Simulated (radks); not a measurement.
Effect of the nuclear size on the molybdenum ion Mo3+, [Kr] 4d3. All-electron calculation, Dirac Kohn-Sham, BLYP, spin-unpolarised, spherical densities, finite nucleus; open shells are shared between the two j in proportion to 2j + 1; Fermi nuclear charge, rms radius 4.4091 fm. Program: a radial shooting solver on a logarithmic mesh with Libxc functionals. The rms radius is varied about that value; shifts are against it.

rms radius (fm),total energy shift (eV),density at nucleus (e/bohr^3),1s1/2 shift (meV),2s1/2 shift (meV),4s1/2 shift (meV),5s1/2 (empty) shift (meV)
3.9417,-0.298,9.2e+04,-126,-13.5,-0.401,-0.068
4.0343,-0.242,9.177e+04,-102,-10.9,-0.325,-0.055
4.4091,0,9.089e+04,0.000,0.000,0.000,0.000
4.5855,0.120,9.05e+04,50.8,5.44,0.162,0.028
4.9294,0.367,8.98e+04,155,16.6,0.493,0.084

Slopes of the eigenvalues against <r^2> in GHz/fm^2, as finite differences over the two radii next to the reference (eigenvalue slopes, not the field-shift constants of lines): 1s1/2 7780, 2s1/2 833, 4s1/2 24.7, 5s1/2 (empty) 4.23.
